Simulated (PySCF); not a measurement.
Job file and geometry (Å, from GFN2-xTB) of an NMR shielding run on SMILES S(C)CP(C)(C)=O, C₄H₁₁OPS, GIAO PBE0/pcSseg-1 NMR shielding, non-relativistic, gas phase in PySCF 2.14.0, density-fitted response routines; density fitting, a coarse starting grid and PySCF grid level 2 are the driver's defaults:

```
$ OMP_NUM_THREADS=1 python probes_run.py task.json out

{"job": {"kind": "nmr", "xc": "PBE0", "basis": "pcSseg-1"}, "charge": 0, "multiplicity": 1}
C      2.818605     0.113310     0.215961
S      1.936753     0.361456    -1.346994
C      0.523975    -0.752308    -1.084746
P     -0.683816     0.025005     0.076942
C     -2.158598    -1.061577    -0.020576
C     -1.154839     1.598729    -0.721921
O     -0.170460     0.185235     1.444075
H      3.638127     0.824162     0.226101
H      3.202680    -0.902886     0.251207
H      2.140076     0.302830     1.040540
H      0.889821    -1.695531    -0.675878
H      0.074193    -0.919964    -2.061076
H     -2.524420    -1.170725    -1.036495
H     -2.930946    -0.622459     0.607682
H     -1.893369    -2.035326     0.387018
H     -1.866111     2.099647    -0.067778
H     -1.589903     1.442411    -1.703760
H     -0.260528     2.214310    -0.806719
```

Question: What does the program print?

Answer: 
```
coarse grid: 15504 points
cycle   1  E = -973.0145956273  dE =  8.145e-01  |g| = 9.371e-01  |ddm| = 3.798e+00
cycle   2  E = -972.4768595603  dE =  5.377e-01  |g| = 1.866e+00  |ddm| = 3.656e+00
cycle   3  E = -973.1785073099  dE = -7.016e-01  |g| = 2.221e-01  |ddm| = 3.009e+00
cycle   4  E = -973.1893241832  dE = -1.082e-02  |g| = 7.057e-02  |ddm| = 2.501e-01
cycle   5  E = -973.1904923529  dE = -1.168e-03  |g| = 1.150e-02  |ddm| = 6.440e-02
cycle   6  E = -973.1905253216  dE = -3.297e-05  |g| = 4.299e-03  |ddm| = 2.256e-02
cycle   7  E = -973.1905294518  dE = -4.130e-06  |g| = 1.141e-03  |ddm| = 5.563e-03
final grid: 138808 points
cycle   8  E = -973.2457243777  dE = -2.340e-05  |g| = 1.225e-02  |ddm| = 2.737e-02
cycle   9  E = -973.2456810944  dE =  4.328e-05  |g| = 1.910e-02  |ddm| = 2.652e-02
cycle  10  E = -973.2457556933  dE = -7.460e-05  |g| = 2.991e-03  |ddm| = 1.875e-02
cycle  11  E = -973.2457574063  dE = -1.713e-06  |g| = 1.814e-04  |ddm| = 2.731e-03
cycle  12  E = -973.2457574131  dE = -6.769e-09  |g| = 1.036e-04  |ddm| = 3.256e-04
cycle  13  E = -973.2457574158  dE = -2.677e-09  |g| = 1.990e-05  |ddm| = 1.148e-04
cycle  14  E = -973.2457574159  dE = -1.007e-10  |g| = 4.998e-06  |ddm| = 2.956e-05
converged SCF energy = -973.2457574159

GIAO shielding tensors (ppm)
atom      isotropic    diamagn.    paramagn.     s11        s22        s33       span
  0 C      165.415     251.792     -86.376    146.660    163.625    185.960     39.300
  1 S      582.817    1057.355    -474.537    441.820    511.953    794.679    352.860
  2 C      149.072     259.698    -110.626    141.020    146.806    159.391     18.370
  3 P      305.004     966.242    -661.238    231.062    238.133    445.816    214.754
  4 C      166.221     257.326     -91.105    148.482    159.847    190.334     41.852
  5 C      170.306     257.756     -87.449    151.939    166.992    191.988     40.049
  6 O      229.249     397.944    -168.695    121.691    261.311    304.745    183.054
  7 H       30.065      29.124       0.940     24.932     26.614     38.648     13.716
  8 H       29.584      30.029      -0.445     24.622     27.025     37.106     12.483
  9 H       27.877      31.132      -3.255     19.718     29.991     33.922     14.204
 10 H       29.314      33.607      -4.293     24.163     29.193     34.586     10.424
 11 H       29.979      33.264      -3.285     24.802     29.172     35.962     11.160
 12 H       31.014      31.420      -0.407     27.280     28.919     36.842      9.562
 13 H       30.157      29.931       0.226     26.363     28.039     36.070      9.707
 14 H       30.211      31.177      -0.966     26.508     28.514     35.611      9.103
 15 H       30.402      30.388       0.015     27.114     27.839     36.253      9.139
 16 H       31.294      31.645      -0.351     27.780     28.334     37.767      9.987
 17 H       28.827      31.414      -2.587     23.394     29.622     33.464     10.070
```

Question: Turn these shieldings into chemical shifts. Shifts are taken against calculated references (same method and geometry level): $^{13}$C (σ = 186.93 ppm) and $^{1}$H (σ = 31.72 ppm) against TMS; $^{33}$S (σ = 503.73 ppm) vs CS2; $^{31}$P (σ = 318.38 ppm) against H3PO4; $^{17}$O (σ = 336.08 ppm) vs H2O.

Answer: Averaging equivalent atoms: C 2: 37.9; C 0: 21.5; C 4/5: 18.7; S 1: -79; P 3: 13.4; O 6: 106.8; H 7/8/9: 2.54; H 10/11: 2.07; H 12/13/14/15/16/17: 1.40 ppm. Experimental scales use liquid or dissolved standards, which lie at an offset from isolated H2O (liquid H2O: subtract about 36 ppm) and H3PO4.

Size and cost of the density-fitted run: 188 basis functions, of the order of 80 core-seconds.
